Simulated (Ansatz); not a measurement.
```yaml
crystal:
  periodic: [false, false, false]
  atoms:
    - {symbol: B, position_ang: [-1.031333, 1.173644, 0.085011]}
    - {symbol: C, position_ang: [0.361937, 0.720904, -0.021322]}
    - {symbol: F, position_ang: [1.328049, 1.585544, -0.497708]}
    - {symbol: Al, position_ang: [-0.725784, -0.564784, -1.313277]}
    - {symbol: Si, position_ang: [1.178646, -0.576815, 1.090882]}
    - {symbol: H, position_ang: [-1.489496, 2.231717, -0.208240]}
    - {symbol: H, position_ang: [-1.820043, 0.232278, 0.271217]}
    - {symbol: H, position_ang: [-0.575355, -2.069775, -0.860492]}
    - {symbol: H, position_ang: [-1.342537, -0.119295, -2.697613]}
    - {symbol: H, position_ang: [2.136615, -1.428687, 0.339395]}
    - {symbol: H, position_ang: [0.132582, -1.419822, 1.716706]}
    - {symbol: H, position_ang: [1.923722, 0.179790, 2.129239]}
basis:
  gaussian: {orbitals: x2c-TZVPPall}
hamiltonian: {xc: {name: HF}}
correlation: {method: mp2, frozen_orbitals: {B: 9}}
```

```sh
$ ansatz run in.yaml --threads 4 --pin off --events-out ev --progress --plain --max-ram 10444MiB
```

Question: How does Ansatz answer? (Estimate.)

Answer: The calculation gave: The input was rejected before any iteration.
```
Functional definition: HF
Error: "frozen_orbitals" has no count for C
```
